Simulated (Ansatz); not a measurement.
```yaml
crystal:
  periodic: [false, false, false]
  atoms:
    - {symbol: C, position_ang: [0.221439, -1.865042, -0.870824]}
    - {symbol: O, position_ang: [-0.404392, -0.601909, -0.906883]}
    - {symbol: B, position_ang: [0.286225, 0.553040, -0.687569]}
    - {symbol: C, position_ang: [1.833533, 0.533660, -0.397431]}
    - {symbol: C, position_ang: [-0.547560, 1.880927, -0.748320]}
    - {symbol: P, position_ang: [-1.189993, -0.471963, 2.318181]}
    - {symbol: H, position_ang: [1.025198, -1.935825, -1.609227]}
    - {symbol: H, position_ang: [-0.533098, -2.618159, -1.100546]}
    - {symbol: H, position_ang: [0.637298, -2.072092, 0.120040]}
    - {symbol: H, position_ang: [2.256185, 1.533511, -0.288836]}
    - {symbol: H, position_ang: [2.039505, -0.017282, 0.527721]}
    - {symbol: H, position_ang: [2.389678, 0.016274, -1.187194]}
    - {symbol: H, position_ang: [-1.613137, 1.716057, -0.917245]}
    - {symbol: H, position_ang: [-0.167142, 2.527270, -1.547882]}
    - {symbol: H, position_ang: [-0.421645, 2.455352, 0.176022]}
    - {symbol: H, position_ang: [-2.097854, 0.489238, 1.806821]}
    - {symbol: H, position_ang: [-1.836606, -0.544187, 3.580806]}
    - {symbol: H, position_ang: [-1.915332, -1.567471, 1.784269]}
basis:
  gaussian: {orbitals: cc-pVDZ}
total_charge: 1
magnetization: {spin_polarized: true, initial_magnetization: 1}
hamiltonian: {xc: {name: HF}}
correlation: {active_space: {window: {electrons: 40, orbitals: 30}}}
output: {forces: true}
```

```sh
$ ansatz run in.yaml --threads 4 --pin off --events-out ev --progress --plain --max-ram 11315MiB
```

(1) How does Ansatz answer? (Best estimate.)

Results:

(1) The calculation gave: The program refused the input.
```
Error: invalid value for `correlation.active_space`: it starts from restricted Hartree–Fock orbitals; set hamiltonian.xc: hf without magnetization.spin_polarized
```
